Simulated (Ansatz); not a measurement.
A geometry relaxed with PBE0-D4/def2-TZVP (Ansatz, a quantum-chemistry and plane-wave program), charge 0, multiplicity 1:

```xyz
4

B      0.5710     0.0007     0.0269
N     -0.6608    -0.0009    -0.0174
H      1.7415     0.0021     0.0697
H     -1.6516    -0.0019    -0.0541
```

Problem. Write the SMILES of this molecule.

Solution. `B=N`
